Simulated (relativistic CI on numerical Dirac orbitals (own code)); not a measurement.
# C IV: computed level list

These numbers are calculated, not measured: Dirac-Coulomb-Breit CI, KLI orbitals optimised for each configuration, QED by a radiative potential, valence Slater integrals scaled by 0.85, configuration energies shifted to the measured levels that pair with them (semi-empirical) (own radial code, finite nucleus).

CI space (outside the closed core 1s2): 2s, 2p, 3s, 3p, 3d, 4s, 4p, 4d, 5s, 5p, 5d, 5f, 5g, 6s, 6p, 6d, 7s, 4f. Levels of other configurations are missing.

The lowest level is 2s ²S1/2, with 100 % of that term; Hund's rules for 2s give ²S with J = 1/2, in agreement.

| No. | Configuration | Term | J | E (cm⁻¹) | % | Next component (%) | Landé g | jj configuration (%) |
| --- | --- | --- | --- | --- | --- | --- | --- | --- |
| 1 | 2s | ²S | 1/2 | 0 | 100 |  | 2.002 | 2s (100) |
| 2 | 2p | ²P° | 1/2 | 64487 | 100 |  | 0.666 | 2p1/2 (100) |
| 3 | 2p | ²P° | 3/2 | 64588 | 100 |  | 1.334 | 2p3/2 (100) |
| 4 | 3s | ²S | 1/2 | 302849 | 100 |  | 2.002 | 3s (100) |
| 5 | 3p | ²P° | 1/2 | 320052 | 100 |  | 0.666 | 3p1/2 (100) |
| 6 | 3p | ²P° | 3/2 | 320080 | 100 |  | 1.334 | 3p3/2 (100) |
| 7 | 3d | ²D | 3/2 | 324880 | 100 |  | 0.799 | 3d3/2 (100) |
| 8 | 3d | ²D | 5/2 | 324890 | 100 |  | 1.200 | 3d5/2 (100) |
| 9 | 4s | ²S | 1/2 | 401348 | 100 |  | 2.002 | 4s (100) |
| 10 | 4p | ²P° | 1/2 | 408312 | 100 |  | 0.666 | 4p1/2 (100) |
| 11 | 4p | ²P° | 3/2 | 408323 | 100 |  | 1.334 | 4p3/2 (100) |
| 12 | 4d | ²D | 3/2 | 410336 | 100 |  | 0.800 | 4d3/2 (100) |
| 13 | 4d | ²D | 5/2 | 410340 | 100 |  | 1.200 | 4d5/2 (100) |
| 14 | 4f‡ | ²F° | 5/2 | 412426 | 100 |  | 0.857 | 4f5/2 (100) |
| 15 | 4f‡ | ²F° | 7/2 | 412428 | 100 |  | 1.143 | 4f7/2 (100) |
| 16 | 5s | ²S | 1/2 | 445368 | 100 |  | 2.002 | 5s (100) |
| 17 | 5p | ²P° | 1/2 | 448857 | 100 |  | 0.666 | 5p1/2 (100) |
| 18 | 5p | ²P° | 3/2 | 448862 | 100 |  | 1.334 | 5p3/2 (100) |
| 19 | 5d | ²D | 3/2 | 449888 | 100 |  | 0.800 | 5d3/2 (100) |
| 20 | 5d | ²D | 5/2 | 449890 | 100 |  | 1.200 | 5d5/2 (100) |
| 21 | 5f | ²F° | 5/2 | 449940 | 100 |  | 0.857 | 5f5/2 (100) |
| 22 | 5f | ²F° | 7/2 | 449941 | 100 |  | 1.143 | 5f7/2 (100) |
| 23 | 5g | ²G | 7/2 | 449948 | 100 |  | 0.889 | 5g7/2 (100) |
| 24 | 5g | ²G | 9/2 | 449949 | 100 |  | 1.111 | 5g9/2 (100) |
| 25 | 6s | ²S | 1/2 | 468784 | 100 |  | 2.002 | 6s (100) |
| 26 | 6p | ²P° | 1/2 | 470775 | 100 |  | 0.666 | 6p1/2 (100) |
| 27 | 6p | ²P° | 3/2 | 470779 | 100 |  | 1.334 | 6p3/2 (100) |
| 28 | 6d | ²D | 3/2 | 471370 | 100 |  | 0.800 | 6d3/2 (100) |
| 29 | 6d | ²D | 5/2 | 471371 | 100 |  | 1.200 | 6d5/2 (100) |
| 30 | 7s | ²S | 1/2 | 482706 | 100 |  | 2.002 | 7s (100) |

Energies count from the lowest computed level; ° marks odd parity. Filled j subshells are mostly left out of the jj labels. ‡ marks configurations that were not tied to measured data.

The mean weight of the leading LS term, summed over parents, in these 30 levels is 100 %, and that of the leading jj configuration (from the same eigenvectors) 100 %.

Configurations whose levels could be paired with our table of measured levels were shifted onto them, all but the ground configuration, by the median error of their levels; single terms can still be off by 1,000 to 2,000 cm⁻¹ or more, and rates follow the energies as ν³ (E1, M1) or ν⁵ (E2). The others borrow a shift and can be off by several thousand cm⁻¹ or more. The fine structure of a lone outer electron comes out too small, for d and f at times inverted, and misplaced configurations move strength between like terms. 25 of the 25 excited levels that our extract of the measured tables holds in this range could be paired (the sources list more); they are missed by 1 cm⁻¹ on average and 3 at most, after the shifts were fitted to these levels, and levels without a partner can miss by more.
